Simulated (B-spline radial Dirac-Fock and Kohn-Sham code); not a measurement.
# Satellites and hypersatellites of the K lines of Sr

System: the Sr atom, [Kr] 5s2.

Level of theory: Dirac-Fock energy differences between relaxed states, corrected for Breit and QED terms; a radial atomic solver. Each two-hole energy is an average over J within one jj subconfiguration, not an observable level; in light atoms, where LS coupling holds, the j-resolved values are not observed lines, and for a K spectator the Kα1 hypersatellite is nearly forbidden. Electron correlation is not included.

Lines without a spectator: Kα2 (K-L2) 14096.2 eV, Kα1 (K-L3) 14163.5 eV, Kβ3 (K-M2) 15821.7 eV, Kβ1 (K-M3) 15832.3 eV. Shifts in eV with one spectator hole (a dash: not computed, or left out as unreliable):

```csv
spectator hole,Kα2,Kα1,Kβ3,Kβ1
K (1s),+415.5,+422.8,+524.7,+526.1
L2 (2p1/2),+42.1,+52.2,–,+114.1
L3 (2p3/2),+44.9,+43.8,+106.2,–
M2 (3p1/2),–,+4.41,+10.61,+13.38
M3 (3p3/2),+3.59,–,+11.99,+11.42
M4 (3d3/2),-0.25,-1.91,–,–
M5 (3d5/2),-2.11,-1.00,–,–
```

With n spectator holes in 2p, averaged over the 2p shell (energies in eV):

| n | KαLⁿ | step | hypersatellite KαʰLⁿ |
| --- | --- | --- | --- |
| 0 | 14141.1 | – | 14561.4 |
| 1 | 14187.3 | +46.2 | 14609.0 |
| 2 | 14234.7 | +47.4 | 14657.6 |
| 3 | 14283.2 | +48.5 | 14707.4 |
| 4 | 14332.9 | +49.7 | 14758.4 |
| 5 | 14383.7 | +50.9 | 14810.6 |
